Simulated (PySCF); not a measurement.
Compound: C4H11FOSi.
Z-matrix (Å and degrees, GFN2-xTB geometry), rows numbered from 1:
```
C 
C   1  1.5249
C   2  1.5243  1  111.70
O   2  1.4124  1  107.80  3   121.18
Si  4  1.6054  2  132.27  1   159.21
C   5  1.8831  4  105.06  2   177.11
F   5  1.6220  4  110.09  2    59.80
H   1  1.0865  2  110.28  3    60.37
H   1  1.0868  2  110.01  3  -179.31
H   1  1.0869  2  109.70  3   -59.94
H   2  1.0988  1  109.42  3  -120.97
H   3  1.0868  2  110.17  1   -60.65
H   3  1.0864  2  109.98  1   179.02
H   3  1.0873  2  109.73  1    59.56
H   5  1.4573  4  113.73  2   -53.95
H   6  1.0849  5  110.37  4   166.87
H   6  1.0862  5  111.23  4   -73.76
H   6  1.0844  5  111.71  4    46.85
```

Level of theory: PySCF 2.14.0, density-fitted response routines, TDDFT PBE0/def2-SVPD, vertical, gas phase, core orbitals frozen in the response.

| state | E (eV) | λ (nm) | ν̃ (cm⁻¹) | f | main configurations (H = HOMO, L = LUMO) |
| --- | --- | --- | --- | --- | --- |
| S1 | 7.97 | 155.5 | 64300 | 0.031 | H→L (79%), H→L+1 (13%) |
| S2 | 8.17 | 151.7 | 65920 | 0.024 | H→L+2 (58%), H→L+1 (28%) |
| S3 | 8.28 | 149.7 | 66820 | 0.044 | H-1→L (74%), H→L+2 (10%) |
| S4 | 8.31 | 149.2 | 67020 | 0.036 | H→L+1 (50%), H→L+2 (18%), H→L (15%) |
| S5 | 8.61 | 144.0 | 69430 | 0.046 | H-1→L+1 (78%), H-1→L (10%) |
| S6 | 8.66 | 143.2 | 69810 | 0.053 | H-1→L+2 (80%), H→L+2 (9%) |
| S7 | 8.83 | 140.5 | 71190 | 0.047 | H→L+3 (55%), H-2→L (32%) |
| S8 | 8.93 | 138.9 | 71990 | 0.035 | H-2→L (39%), H→L+3 (30%), H-2→L+1 (14%) |

Triplets, Tamm–Dancoff:

```
state  E (eV)  λ (nm)  main configurations (H = HOMO, L = LUMO)
   T1    7.69   161.2                    H→L (54%), H→L+1 (29%)
   T2    7.80   159.0                   H→L+2 (72%), H→L+1 (8%)
   T3    8.02   154.6     H→L (32%), H→L+1 (25%), H-1→L+1 (12%)
```

The lowest singlet comes at 156 nm (769 kJ/mol) in the vacuum ultraviolet; it is of moderate strength; its leading configuration is HOMO→LUMO (79%). The strongest level in the table is S6 at 8.66 eV (143 nm, f = 0.053). Löwdin shares by element: HOMO oxygen 41%, carbon 12% or more, silicon 11%, hydrogen 8% or more (atoms not listed hold the other 28%); LUMO carbon 33% or more, silicon 16% (atoms not listed hold the other 51%). Weighted by f, the mean energy of these states is 8.51 eV. Of the 8 states listed, 8 reach f = 0.01 and none stays under 0.0005. The listed states span 0.95 eV, and the widest gap between neighbours is 0.30 eV (S4 to S5). The window holds the lowest 8 singlets.

One conformer stands for the species.
